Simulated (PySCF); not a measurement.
[Pm(SH)4]−: one run

[Pm(SH)4]− (singlet in the valence; each metal's 4f electrons, 4 of them, lie in its core potential, out of spins and levels). PySCF 2.14.0, RKS B3LYP, Pm lcecp-1-SVP with ECP50, S def2-SVP, H def2-SVP; non-relativistic Hamiltonian with scalar-relativistic core potentials where named; density fitting; no spin-orbit coupling. Purpose: level B3LYP.

```python
mol = gto.M(atom='''
Pm     0.00000    -0.00000    -0.00006
S      1.70223     1.47120     1.52975
H      2.73155     1.01998     0.77305
S     -1.70223    -1.47120     1.52975
H     -2.73155    -1.01998     0.77305
S      1.47098    -1.70287    -1.52945
H      1.01726    -2.73124    -0.77331
S     -1.47098     1.70287    -1.52945
H     -1.01726     2.73124    -0.77331''',
    basis={'Pm': 'lcecp-1-SVP', 'S': 'def2-SVP', 'H': 'def2-SVP'},
    ecp={'Pm': 'lcecp-1-SVP'},
    charge=-1, spin=0)
mf = dft.RKS(mol, xc='B3LYP')
mf.grids.atom_grid = (75, 302)  # f atoms: unpruned, at least (60, 302)
mf = mf.density_fit()  # fitting sets: Pm AutoAux, S def2-universal-JKFIT, H def2-universal-JKFIT
mf.conv_tol = 1e-08; mf.max_cycle = 55
mf.kernel(dm0)  # dm0: converged density of the relaxed state
mf.nuc_grad_method().kernel()
```

Run from Python with OMP_NUM_THREADS=2; the lines above give its settings. Where DIIS fails, smearing, a level shift and second-order steps follow.
It took 7.1 s on 2 threads of Intel(R) Xeon(R) 6975P-C (Granite Rapids) (shared host), from an already converged density.

Task: Where do the frontier levels lie, over both spins?

Result: HOMO -2.72 eV, LUMO 2.69 eV. The 4f levels lie in the core potential and are missing.

Task: What are the Mulliken charges and spins?

Result: 
| atom | charge (e) | spin (e) |
| --- | --- | --- |
| Pm1 | 0.539 | 0.000 |
| S2 | -0.440 | 0.000 |
| H3 | 0.055 | 0.000 |
| S4 | -0.440 | 0.000 |
| H5 | 0.055 | 0.000 |
| S6 | -0.440 | 0.000 |
| H7 | 0.055 | 0.000 |
| S8 | -0.440 | 0.000 |
| H9 | 0.055 | 0.000 |
The spin of the 4f electrons in the core isn't counted.

Task: What forces act on the atoms (eV/Å)?

Result: 
```
Pm   0.00  0.00  0.00
S    0.07  0.11  0.14
H    0.05 -0.01 -0.03
S   -0.07 -0.11  0.14
H   -0.05  0.01 -0.03
S    0.11 -0.06 -0.14
H   -0.01 -0.05  0.03
S   -0.11  0.06 -0.14
H    0.01  0.05  0.03
```
Forces carry noise of the integration grid, about 0.01 to 0.03 eV/Å.

The geometry was relaxed with PBE0 (Pm lcecp-1-SVP with ECP50, S def2-SVP, H def2-SVP).

An lcecp potential fixes the number of 4f electrons, so in runs with it no electron can move into or out of that shell.
